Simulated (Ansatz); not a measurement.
Isolated molecules relaxed with PBE0-D4/def2-TZVP in Ansatz; ΔE leaves out vibrations. CBS: MP2 limit from def2 TZ/QZ plus the TZ coupled-cluster correction, frozen cores. This one scheme is used for every species. DFT in def2-TZVPP. B3LYP here is the variant with VWN-RPA as its local correlation; programs differ in this. Each species was taken in one conformer, which may not be the lowest.

`C[BH][Al]([OH])[F]` + `COC(C)C` → `CBC(C)C` + `C[O][Al]([OH])[F]`  (formal exchange of groups at a B–Al bond)

Q: Is it downhill or uphill in electronic energy at CCSD(T)/CBS, and by how much? (Estimate.)

A: Ansatz gave: Downhill: ΔE = -49.3 kcal/mol.

Q: What do these levels give: LDA (SPW92), PBE-D4, revPBE-D4, PBE0-D4, B3LYP-D4, ωB97X-V, B2PLYP, PBE-QIDH, PBE, BHLYP, CCSD(T)/def2-SVP, CCSD/CBS(def2)? (An estimate is asked.)

A: Ansatz gave: LDA (SPW92) -44.3, PBE-D4 -44.8, revPBE-D4 -45.2, PBE0-D4 -46.7, B3LYP-D4 -48.5, ωB97X-V -47.1, B2PLYP -49.6, PBE-QIDH -49.5, PBE -44.5, BHLYP -49.8, CCSD(T)/def2-SVP -45.6, CCSD/CBS(def2) -49.9 kcal/mol.

Largest T1 diagnostic among the species: 0.012.

From BLYP to BHLYP (50 % exact exchange), in def2-TZVPP and without D4, ΔE moves by −3.3 kcal/mol. Leaving LDA and LC-ωPBE aside and taking each functional with its dispersion term where it has one, the values, not all of them listed here, spread over 5.4 kcal/mol, from BHLYP-D4 to PBE-D4.
